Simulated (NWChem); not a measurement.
# How the cost of HF grows with the basis: CHF3O3S (triflic acid)

CHF3O3S: 9 atoms, total charge 0, spin state singlet. SMILES: `O=S(=O)(O)C(F)(F)F`. The shape is that of a PBE0-D4/def2-TZVP optimisation. This is one conformer, not always the lowest.

HF, gradient, NWChem 7.3.0, on 1 thread of Intel Xeon Platinum 8259CL at 2.50GHz (Skylake/Cascade Lake), shared host. N is the number of basis functions, t the processor time.

| basis | N | t (s) | ln N | ln t |
| --- | --- | --- | --- | --- |
| STO-3G | 45 | 13 | 3.807 | 2.565 |
| 3-21G | 78 | 15 | 4.357 | 2.708 |
| 6-31G(d) | 118 | 78 | 4.771 | 4.357 |
| def2-SVP | 121 | 51 | 4.796 | 3.932 |
| 6-31+G(d) | 150 | 220 | 5.011 | 5.394 |
| 6-311G(d,p) | 158 | ? | 5.063 | ? |

Task: Fit t = C·Nᵖ to the known rows and estimate the time in 6-311G(d,p).

Result: 
1. Means of the 5 rows: ln N = 4.54840, ln t = 3.7912.
2. Σ(Δln N)² = 0.91116, Σ(Δln N·Δln t) = 2.0187, so the slope is 2.0187/0.91116 = 2.2155.
3. Intercept: 3.7912 − (2.2155) × 4.54840 = -6.2858. The largest residual of the fit is 0.659.
4. ln t = -6.2858 + 2.2155 × 5.063, so t ≈ 140 s.

The run took 130 s, so the estimate is too long by a factor of about 1.1. The fitted power is 2.2, with the electron count fixed. The times don't lie on a line: the count of functions alone doesn't set the cost here, and shared hosts add noise.
